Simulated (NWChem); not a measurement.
System: PbHOCl, singlet; SMILES [OH][Pb][Cl]

Parts of the log:

```
             Northwest Computational Chemistry Package (NWChem) 7.3.0
             --------------------------------------------------------

 CS  symmetry detected

                             Geometry "geometry" -> ""
                             -------------------------

 Output coordinates in angstroms (scale by  1.889725989 to convert to a.u.)

  No.       Tag          Charge          X              Y              Z
 ---- ---------------- ---------- -------------- -------------- --------------
    1 Pb                  82.0000     0.23815442     0.33494584     0.00000000
    2 Cl                  17.0000    -0.17492006    -2.13554995     0.00000000
    3 O                    8.0000    -1.82938555     0.87375154     0.00000000
    4 H                    1.0000    -1.91993681     1.84877814     0.00000000

 Effective nuclear repulsion energy (a.u.)     500.7875828008

      Symmetry information
      --------------------

 Group name             Cs
 Group number              2
 Group order               2
 No. of unique centers     4

                                 NWChem DFT Module
                                 -----------------

 Summary of "ao basis" -> "ao basis" (spherical)
 ------------------------------------------------------------------------------
       Tag                 Description            Shells   Functions and Types
 ---------------- ------------------------------  ------  ---------------------
 Pb                         def2-svp                10       26   4s4p2d
 Cl                         def2-svp                 8       18   4s3p1d
 O                          def2-svp                 6       14   3s2p1d
 H                          def2-svp                 3        5   2s1p

      Symmetry analysis of basis
      --------------------------

        a'         45
        a"         18

            General Information
            -------------------
          SCF calculation type: DFT
          Wavefunction type:  closed shell.
          No. of atoms     :     4
          No. of electrons :    48
           Alpha electrons :    24
            Beta electrons :    24
          Charge           :     0
          Spin multiplicity:     1
          Use of symmetry is: on ; symmetry adaption is: on
          Maximum number of iterations: 150
          AO basis - number of functions:    63
                     number of shells:    27
          Convergence on energy requested:  1.00D-06
          Convergence on density requested:  1.00D-05
          Convergence on gradient requested:  5.00D-04

              XC Information
              --------------
                     Hartree-Fock (Exact) Exchange  1.000
                   CAM-Becke88 Exchange Functional  1.000
                      VWN V Correlation Functional  0.190 local
              Lee-Yang-Parr Correlation Functional  0.810

           Range-Separation Parameters
           ---------------------------
           Alpha           :  0.19
           Beta            :  0.46
           Gamma           :  0.33
           Short-Range HF  :     F

             Grid Information
             ----------------
          Grid used for XC integration:  medium
          Radial quadrature: Mura-Knowles
          Angular quadrature: Lebedev.
          Tag              B.-S. Rad. Rad. Pts. Rad. Cut. Ang. Pts.
          ---              ---------- --------- --------- ---------
          Pb                  1.80      123           9.0       590
          Cl                  1.00       88          11.0       590
          O                   0.60       49           9.0       434
          H                   0.35       45          11.0       434
          Grid pruning is: on
          Number of quadrature shells:   305
          Spatial weights used:  Erf1

      Superposition of Atomic Density Guess
      -------------------------------------

 Sum of atomic energies:        -753.87404535

      Non-variational initial energy
      ------------------------------

 Total energy =    -726.322508
 1-e energy   =   -1382.238335
 2-e energy   =     501.547275
 HOMO         =      -0.338955
 LUMO         =      -0.043109

      Symmetry analysis of molecular orbitals - initial
      -------------------------------------------------

  Numbering of irreducible representations:

     1 a'          2 a"

  Orbital symmetries:

     1 a'          2 a'          3 a'          4 a'          5 a'
     6 a"          7 a'          8 a'          9 a'         10 a"
    11 a'         12 a'         13 a'         14 a'         15 a"
    16 a"         17 a'         18 a'         19 a'         20 a'
    21 a"         22 a"         23 a'         24 a'         25 a"
    26 a'         27 a'         28 a'         29 a'         30 a'
    31 a"         32 a'         33 a"         34 a'

     ---------------------------------------------
      Total Density - Mulliken Population Analysis
     ---------------------------------------------

    Atom       Charge   Shell Charges
 -----------   ------   -------------------------------------------------------
    1 Pb  22    20.60   2.99 -0.94  1.21  0.69  3.38  2.61  0.39  0.20  9.74  0.32
    2 Cl  17    17.68   2.00  1.99  1.24  0.74  5.94  2.22  3.55  0.00
    3 O    8     9.05   1.99  1.12  0.71  3.13  2.10  0.00
    4 H    1     0.67   0.53  0.08  0.06

   convergence    iter        energy       DeltaE   RMS-Dens  Diis-err
 ---------------- ----- ----------------- --------- --------- ---------
 d= 0,ls=0.0,diis     1   -728.5778074087 -8.83D+02  3.04D-02  9.12D-01
 d= 0,ls=0.0,diis     2   -728.2011658134  3.77D-01  1.80D-02  4.47D+00
 d= 0,ls=0.0,diis     3   -728.7011506247 -5.00D-01  4.00D-03  4.59D-02
 d= 0,ls=0.0,diis     4   -728.7062033635 -5.05D-03  1.49D-03  1.04D-02
 d= 0,ls=0.0,diis     5   -728.7075995154 -1.40D-03  1.50D-04  1.12D-04
  Resetting Diis
 d= 0,ls=0.0,diis     6   -728.7076169677 -1.75D-05  6.05D-05  3.94D-06
 d= 0,ls=0.0,diis     7   -728.7076184639 -1.50D-06  1.84D-05  3.56D-07
 d= 0,ls=0.0,diis     8   -728.7076185291 -6.51D-08  7.02D-06  6.05D-07

         Total DFT energy =     -728.707618529058
      One electron energy =    -1384.717322208228
           Coulomb energy =      554.897870019479
    Exchange-Corr. energy =      -53.256718535603
 Nuclear repulsion energy =      154.368552195294

 Numeric. integr. density =       47.999995139194

                  Occupations of the irreducible representations
                  ----------------------------------------------

                     irrep           alpha         beta
                     --------     --------     --------
                     a'               18.0         18.0
                     a"                6.0          6.0

                       DFT Final Molecular Orbital Analysis
                       ------------------------------------

 Vector   22  Occ=2.000000D+00  E=-3.446511D-01  Symmetry=a'
              MO Center= -1.5D-01, -1.8D+00, -8.2D-15, r^2= 2.2D+00
   Bfn.  Coefficient  Atom+Function         Bfn.  Coefficient  Atom+Function
  ----- ------------  ---------------      ----- ------------  ---------------
    37      0.514309  2 Cl px                34      0.375996  2 Cl px
    38     -0.314689  2 Cl py                35     -0.228207  2 Cl py
    31      0.220126  2 Cl px                11      0.133891  1 Pb px
    32     -0.134124  2 Cl py                 3      0.113403  1 Pb s
    14      0.112201  1 Pb px                48     -0.097775  3 O  px

 Vector   23  Occ=2.000000D+00  E=-3.383799D-01  Symmetry=a"
              MO Center= -7.7D-01, -9.9D-01,  2.6D-14, r^2= 3.7D+00
   Bfn.  Coefficient  Atom+Function         Bfn.  Coefficient  Atom+Function
  ----- ------------  ---------------      ----- ------------  ---------------
    39      0.524567  2 Cl pz                50     -0.381150  3 O  pz
    36      0.372737  2 Cl pz                53     -0.300509  3 O  pz
    33      0.219344  2 Cl pz                18      0.070645  1 Pb d -1
    23     -0.052420  1 Pb d -1              20      0.046472  1 Pb d  1
    25     -0.031862  1 Pb d  1

 Vector   24  Occ=2.000000D+00  E=-3.210226D-01  Symmetry=a'
              MO Center= -5.2D-01, -3.5D-01, -4.8D-14, r^2= 4.4D+00
   Bfn.  Coefficient  Atom+Function         Bfn.  Coefficient  Atom+Function
  ----- ------------  ---------------      ----- ------------  ---------------
    48      0.382869  3 O  px                37      0.349462  2 Cl px
    51      0.301994  3 O  px                 3     -0.297743  1 Pb s
    38      0.257852  2 Cl py                34      0.248294  2 Cl px
     4     -0.243272  1 Pb s                 11     -0.239272  1 Pb px
     1      0.215093  1 Pb s                 35      0.178754  2 Cl py

 Vector   25  Occ=0.000000D+00  E=-6.043420D-02  Symmetry=a"
              MO Center=  1.8D-01,  3.0D-01, -7.3D-14, r^2= 3.9D+00
   Bfn.  Coefficient  Atom+Function         Bfn.  Coefficient  Atom+Function
  ----- ------------  ---------------      ----- ------------  ---------------
    16      0.591252  1 Pb pz                13      0.531446  1 Pb pz
    39     -0.219577  2 Cl pz                50     -0.201935  3 O  pz
    53     -0.193624  3 O  pz                10     -0.185007  1 Pb pz
     7     -0.179612  1 Pb pz                36     -0.123686  2 Cl pz
    33     -0.072755  2 Cl pz                25     -0.049659  1 Pb d  1

 Vector   26  Occ=0.000000D+00  E= 6.988165D-03  Symmetry=a'
              MO Center=  2.6D-01,  4.9D-01,  7.9D-14, r^2= 4.9D+00
   Bfn.  Coefficient  Atom+Function         Bfn.  Coefficient  Atom+Function
  ----- ------------  ---------------      ----- ------------  ---------------
    15      0.839964  1 Pb py                12      0.375303  1 Pb py
    38      0.353085  2 Cl py                30      0.351232  2 Cl s
     3     -0.269548  1 Pb s                 14     -0.230967  1 Pb px
    47     -0.187045  3 O  s                 35      0.165771  2 Cl py
    37      0.154631  2 Cl px                 9     -0.144610  1 Pb py

 Vector   27  Occ=0.000000D+00  E= 2.675383D-02  Symmetry=a'
              MO Center=  1.7D-01,  3.4D-01,  2.7D-14, r^2= 5.1D+00
   Bfn.  Coefficient  Atom+Function         Bfn.  Coefficient  Atom+Function
  ----- ------------  ---------------      ----- ------------  ---------------
    14      0.777795  1 Pb px                 3     -0.488995  1 Pb s
    47      0.458233  3 O  s                 11      0.312597  1 Pb px
    38      0.257731  2 Cl py                 1      0.223680  1 Pb s
    60     -0.201698  4 H  s                 48      0.199208  3 O  px
    15      0.194447  1 Pb py                51      0.185964  3 O  px

     ---------------------------------------------
      Total Density - Mulliken Population Analysis
     ---------------------------------------------

    Atom       Charge   Shell Charges
 -----------   ------   -------------------------------------------------------
    1 Pb  22    21.29   3.00 -0.94  1.34  0.51  3.37  2.64  0.81  0.41  9.69  0.45
    2 Cl  17    17.37   2.00  1.98  1.24  0.73  5.93  2.13  3.34  0.01
    3 O    8     8.51   1.99  1.07  0.74  2.80  1.90  0.01
    4 H    1     0.83   0.68  0.09  0.07

     -------------------------------------------
      Total Density - Lowdin Population Analysis
     -------------------------------------------

    Atom       Charge   Shell Charges
 -----------   ------   -------------------------------------------------------
    1 Pb  22    21.53   1.49  0.48  1.10  0.79  3.08  2.70  0.99  0.63  9.32  0.95
    2 Cl  17    17.20   2.00  1.96  1.06  0.84  5.82  2.27  3.25  0.01
    3 O    8     8.34   1.97  0.92  0.67  2.66  2.10  0.01
    4 H    1     0.94   0.56  0.20  0.18

     Multipole analysis of the density
     ---------------------------------

     L   x y z        total         alpha         beta         nuclear
     -   - - -        -----         -----         ----         -------
     0   0 0 0      0.000000    -24.000000    -24.000000     48.000000

     1   1 0 0      1.159019     14.080907     14.080907    -27.002795
     1   0 1 0      1.776999     19.877175     19.877175    -37.977351
     1   0 0 1     -0.000000     -0.000000     -0.000000      0.000000

     2   2 0 0    -36.939017    -76.012397    -76.012397    115.085777
     2   1 1 0     -0.971469     14.212216     14.212216    -29.395900
     2   1 0 1      0.000000      0.000000      0.000000      0.000000
     2   0 2 0    -35.155328   -177.424604   -177.424604    319.693881
     2   0 1 1     -0.000000     -0.000000     -0.000000      0.000000
     2   0 0 2    -31.720746    -15.860373    -15.860373      0.000000
```

Level: CAM-B3LYP/def2-SVP with def2 effective core potentials on Pb. Low-valent species are run as closed-shell singlets; no triplet was tried in these runs. The geometry was optimised at PBE-D3(BJ)/def2-SVP. def2 effective core potentials on Pb; no spin-orbit coupling.

**Question.** Reconstruct the input file.

**Answer.** One answer among several that fit: the input that was run:
```
start job
memory heap 200 mb stack 900 mb global 1100 mb
geometry units angstroms noautoz
  Pb     0.188372     0.367344     0.000000
  Cl    -0.178596    -2.110420     0.000000
  O     -1.888849     0.867530     0.000000
  H     -1.997553     1.840700     0.000000
end
basis spherical
  Pb library def2-svp
  Cl library def2-svp
  O library def2-svp
  H library def2-svp
end
ecp
  Pb library def2-ecp
end
dft
  xc xcamb88 1.00 lyp 0.81 vwn_5 0.19 hfexch 1.00
  cam 0.33 cam_alpha 0.19 cam_beta 0.46
  iterations 150
  mulliken
end
task dft energy
```
